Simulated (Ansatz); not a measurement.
Relaxation of CH₇F₂NSi₂ (13 atoms, charge 0, multiplicity 1), to a largest force component of 0.015 eV/Å in at most 40 steps.

Method: Ansatz 0.2.0, RKS B3LYP-D4/def2-SVP.

```xyz
13
Properties=species:S:1:pos:R:3
C 0.266 -2.304 0.218
Si -0.556 -0.791 -0.602
F -2.180 -0.930 -0.524
F -0.047 -0.762 -2.152
Si 0.199 1.151 0.446
N -0.365 2.667 -0.145
H -0.082 -3.183 -0.274
H -0.019 -2.308 1.257
H 1.314 -2.206 0.189
H 1.675 1.258 0.387
H -0.154 1.150 1.927
H -0.032 2.786 -1.087
H 0.002 3.438 0.374
```

**Question.** Where does it end, and by what steps?

**Answer.** The forces met the threshold. After 18 steps the energy has fallen by 0.426 eV; H10 moved furthest, 0.68 Å.

| step | energy less start (eV) | largest force component (eV/Å) | accepted |
| --- | --- | --- | --- |
| 0 | 0.0000 | 1.817 | yes |
| 1 | -0.3220 | 0.844 | yes |
| 2 | -0.3696 | 0.495 | yes |
| 3 | -0.3910 | 0.552 | yes |
| 4 | -0.4029 | 0.419 | yes |
| 5 | -0.3941 | 0.706 | no |
| 6 | -0.4133 | 0.149 | yes |
| 7 | -0.4157 | 0.101 | yes |
| 8 | -0.4194 | 0.058 | yes |
| 9 | -0.4209 | 0.104 | yes |
| 10 | -0.4225 | 0.121 | yes |
| 11 | -0.4242 | 0.064 | yes |
| 12 | -0.4250 | 0.057 | yes |
| 13 | -0.4255 | 0.047 | yes |
| 14 | -0.4258 | 0.041 | yes |
| 15 | -0.4259 | 0.021 | yes |
| 16 | -0.4260 | 0.024 | yes |
| 17 | -0.4260 | 0.016 | yes |
| 18 | -0.4260 | 0.006 | yes |

```xyz
13
Properties=species:S:1:pos:R:3
C 0.302 -2.311 0.051
Si -0.519 -0.689 -0.342
F -2.122 -0.861 -0.113
F -0.336 -0.383 -1.939
Si 0.250 1.250 0.735
N -0.172 2.520 -0.367
H -0.129 -3.122 -0.559
H 0.165 -2.570 1.113
H 1.384 -2.261 -0.153
H 1.712 1.074 1.044
H -0.427 1.467 2.048
H -0.070 2.351 -1.363
H -0.018 3.498 -0.141
```

Whether the end is a true minimum wasn't checked by a vibrational analysis.

Run time: 78 s on 2 threads of Arm Neoverse V1, with other jobs on the host, peak memory 0.32 GiB.
